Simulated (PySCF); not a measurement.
# Interval between two levels of I²⁺ by level of theory

I²⁺ [Kr] 4d10 5s2 5p3 [4S3/2, M_J = 3/2] → I²⁺ [Kr] 4d10 5s1 5p3 6s1 [6S5/2, M_J = 5/2], as a difference of total energies. Computed with PySCF 2.14 in x2c-SVPall-2c with one added diffuse shell each of s, p type (7s9p4d, 54 functions), with the two-component X2C-1e Hamiltonian. Correlated levels: [Ar] 3d10 frozen; the 6 highest virtual spinors dropped. "Screened" scales the spin-orbit matrix elements by Boettger's factors to mimic the two-electron term; Breit and QED terms are absent.

| method | interval between two levels (cm⁻¹) |
| --- | --- |
| GHF (spin-free) | 174830 |
| GMP2 (spin-free) | 180960 |
| GHF (screened spin-orbit) | 175430 |
| GMP2 (screened spin-orbit) | 181510 |

The labels give the starting determinants; with spin-orbit coupling the two ends relaxed to ⟨J²⟩ = 3.76, ⟨L²⟩ = 0.15, ⟨S²⟩ = 3.59 and ⟨J²⟩ = 8.75, ⟨L²⟩ = 0.06, ⟨S²⟩ = 8.67.

The promoted electron is Rydberg-like, and one or two diffuse shells describe it only roughly, which tends to raise the upper state.
